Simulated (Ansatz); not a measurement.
Basis-set extrapolation for CH6NOSi (`CO[SiH2][NH]`) radical (PBE0-D4/def2-TZVP geometry, frozen core, Ansatz). Multiplicity 2, UHF reference.

```
                      def2-TZVPP   def2-QZVPP
                 HF  -459.701402  -459.719347
    MP2 correlation    -0.703585    -0.757002
CCSD(T) correlation    -0.774298      not run
```

Energies in hartree. Use E(X) = E(∞) + A·exp(−7.88·√X) for Hartree–Fock and E(X) = E(∞) + B·X^(−2.97) for correlation, with X = 3 and 4, and add CCSD(T) minus MP2 of the smaller set to the MP2 limit.

Task: What is the CCSD(T) energy at the basis-set limit?

Result: HF limit: -459.719347 + (-0.017945) × 0.13774 = -459.72182. MP2 limit: -0.757002 + (-0.053417) × 0.74074 = -0.79657. Higher-order term: -0.774298 − (-0.703585) = -0.07071. Total: -460.58910 hartree, 297.7 kJ/mol below CCSD(T)/def2-TZVPP.
